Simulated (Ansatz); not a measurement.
One change: `OC[SiH](F)F` becomes `FC[SiH](F)F`.

Ansatz, PBE0-D4/def2-TZVP geometries, multiplicity 1. Each molecule was computed in one conformer, which needn't be the lowest.

| property | `OC[SiH](F)F` |
| --- | --- |
| HOMO–LUMO gap (B3LYP/def2-TZVPP) / eV | 7.64 |
| HOMO energy (ωB97M-V/def2-TZVPP) / eV | -10.33 |
| HOMO energy (PBE0/def2-TZVPP) / eV | -7.98 |
| HOMO–LUMO gap (PBE0/def2-TZVPP) / eV | 8.16 |
| HOMO energy (PBE/def2-TZVPP) / eV | -6.38 |
| size of the dipole moment (ωB97M-V/def2-TZVPP) / D | 2.05 |

Question: Give the same properties after the change, and the shifts. (Estimate.)

Answer: The calculation gave: 
| property | `FC[SiH](F)F` | shift |
| --- | --- | --- |
| HOMO–LUMO gap (B3LYP/def2-TZVPP) / eV | 8.75 | 1.11 |
| HOMO energy (ωB97M-V/def2-TZVPP) / eV | -11.44 | -1.11 |
| HOMO energy (PBE0/def2-TZVPP) / eV | -9.13 | -1.15 |
| HOMO–LUMO gap (PBE0/def2-TZVPP) / eV | 9.23 | 1.07 |
| HOMO energy (PBE/def2-TZVPP) / eV | -7.53 | -1.15 |
| size of the dipole moment (ωB97M-V/def2-TZVPP) / D | 1.39 | -0.66 |

With PBE0 the HOMO falls by 1.15 eV and the LUMO falls by 0.09 eV, so the gap widens by about 1.06 eV. PBE moves the HOMO by -1.15 eV and ωB97M-V by -1.11 eV. Dipoles are sizes alone; their direction can turn.

B3LYP here is the variant with VWN-RPA as its local correlation; programs differ in this.
